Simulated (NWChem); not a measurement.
A series in which one site is exchanged, each optimised at PBE0/def2-SVP with NWChem, gas phase unless a solvent is named. All stand in one matching conformer (torsions within 35°), which need not be the lowest. This build's default masses of Se (78.918 u) and Br (79.917 u) are each other's, which moves their modes by up to 0.6 %. Some are not confirmed as minima by frequencies. def2 effective core potentials on I; no spin-orbit coupling.

A: C[N](C)[Be][Cl] (C2H6BeClN; site = Cl)
B: C[N](C)[Be][F] (C2H6BeFN; site = F)
C: C[N](C)[Be][Br] (C₂H₆BeBrN; site = Br)
D: C[N](C)[Be][I] (C₂H₆BeIN; site = I)

| quantity | A | B | C | D |
|---|---|---|---|---|
| dipole (D), PBE0/def2-SVP | 2.13 | 2.01 | ? | 2.16 |
| orbital gap (eV), PBE0/def2-SVP | 6.69 | 6.52 | ? | 6.35 |
| static polarisability, CAM-B3LYP/def2-SVPD (bohr³) | 62.6 | 47.9 | ? | 85.3 |

Q: Fill in the missing entries.

A: 
- dipole (D), PBE0/def2-SVP, C: 2.10
- orbital gap (eV), PBE0/def2-SVP, C: 6.65
- static polarisability, CAM-B3LYP/def2-SVPD (bohr³), C: 70.9
